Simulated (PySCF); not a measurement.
Cl₃HOTi, SMILES [OH][Ti]([Cl])([Cl])[Cl] (connectivity only; charge and spin as stated), charge +1, multiplicity 2.

Geometry: ωB97X-D3(BJ)/def2-SVP. The multiplicity is an assumed one; other spin states were not compared. The isomer is the one that the SMILES or the coordinates give; other isomers of the formula were not compared. The values are those of a single conformer.

These are PySCF with ωB97X-D3(BJ)/def2-SVP values and carry that method's errors.

Frequencies are harmonic and unscaled.

Computed normal modes with their intensities:
```json
[
 {"mode": "1", "ν (cm⁻¹)": "77", "IR (km/mol)": "2.5", "moving atoms (share of kinetic energy)": "Cl 80 %, Ti 19 %"},
 {"mode": "2", "ν (cm⁻¹)": "109", "IR (km/mol)": "1.4", "moving atoms (share of kinetic energy)": "Cl 68 %, Ti 23 %, O 8 %"},
 {"mode": "3", "ν (cm⁻¹)": "116", "IR (km/mol)": "0.0", "moving atoms (share of kinetic energy)": "O 46 %, Cl 38 %, H 11 %"},
 {"mode": "4", "ν (cm⁻¹)": "163", "IR (km/mol)": "13.9", "moving atoms (share of kinetic energy)": "O 49 %, Cl 34 %, H 15 %"},
 {"mode": "5", "ν (cm⁻¹)": "204", "IR (km/mol)": "5.7", "moving atoms (share of kinetic energy)": "Cl 74 %, Ti 15 %"},
 {"mode": "6", "ν (cm⁻¹)": "292", "IR (km/mol)": "10.8", "moving atoms (share of kinetic energy)": "Cl 55 %, Ti 43 %"},
 {"mode": "7", "ν (cm⁻¹)": "318", "IR (km/mol)": "201.6", "moving atoms (share of kinetic energy)": "H 77 %, O 20 %"},
 {"mode": "8", "ν (cm⁻¹)": "415", "IR (km/mol)": "30.9", "moving atoms (share of kinetic energy)": "Cl 74 %, Ti 18 %"},
 {"mode": "9", "ν (cm⁻¹)": "432", "IR (km/mol)": "171.8", "moving atoms (share of kinetic energy)": "H 83 %, O 16 %"},
 {"mode": "10", "ν (cm⁻¹)": "565", "IR (km/mol)": "171.8", "moving atoms (share of kinetic energy)": "Ti 53 %, Cl 46 %"},
 {"mode": "11", "ν (cm⁻¹)": "961", "IR (km/mol)": "199.3", "moving atoms (share of kinetic energy)": "O 67 %, Ti 29 %"},
 {"mode": "12", "ν (cm⁻¹)": "3793", "IR (km/mol)": "915.4", "moving atoms (share of kinetic energy)": "H 94 %"}
]
```
